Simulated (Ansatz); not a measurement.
`O=C[SiH2]Cl` + `C=N[SiH2]N[SiH3]` → `[SiH3]N[SiH2][SiH2]Cl` + `C=NC=O`  (formal exchange of groups at the Si–C bond)

Isolated molecules relaxed with PBE0-D4/def2-TZVP in Ansatz; ΔE leaves out vibrations. CCSD(T)/CBS is the MP2 limit (def2-TZVPP, def2-QZVPP) plus CCSD(T) − MP2 in def2-TZVPP, frozen cores. DFT in def2-TZVPP. One conformer a species, not always the lowest.

```csv
species,BLYP energy (Eh)
`O=C[SiH2]Cl`,-864.88844
`C=N[SiH2]N[SiH3]`,-731.45952
`[SiH3]N[SiH2][SiH2]Cl`,-1388.34477
`C=NC=O`,-207.99315
```

**Question.** Work out ΔE.

**Answer.** ΔE = (-1388.34477) + (-207.99315) − (-864.88844) − (-731.45952) = 0.01004 Eh = +6.3 kcal/mol. CCSD(T)/CBS gives +6.8 kcal/mol.

Largest T1 diagnostic among the species: 0.016.

At CCSD(T), def2-SVP lies −4.6 kcal/mol from the extrapolated value and def2-TZVPP −0.4 kcal/mol. From BLYP to BHLYP (50 % exact exchange), in def2-TZVPP and without D4, ΔE moves by +1.1 kcal/mol. The D4 term adds −1.8 kcal/mol with B3LYP and −1.0 kcal/mol with PBE0; it sums over pairs of atoms, weighted by their polarisabilities, and B3LYP, whose exchange is more repulsive, gets the larger term.

B3LYP here is the variant with VWN-RPA as its local correlation; programs differ in this.
